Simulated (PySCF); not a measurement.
A structure optimised at r2SCAN-D4/def2-SVP, used in a PySCF frequency run:

```
Ga
O 1 1.7741
H 2 0.9679 1 113.40
I 1 2.4619 2 116.58 3 180.00
I 1 2.4802 2 120.57 3 0.00
```
Charge 0, spin multiplicity 1.

Problem. Write its SMILES, formula and point group.

Solution. [OH][Ga]([I])[I], GaHI2O, Cs

Problem. What are its rotational constants (standard atomic weights)?

Solution. 2.5714, 0.42258, 0.36294 GHz
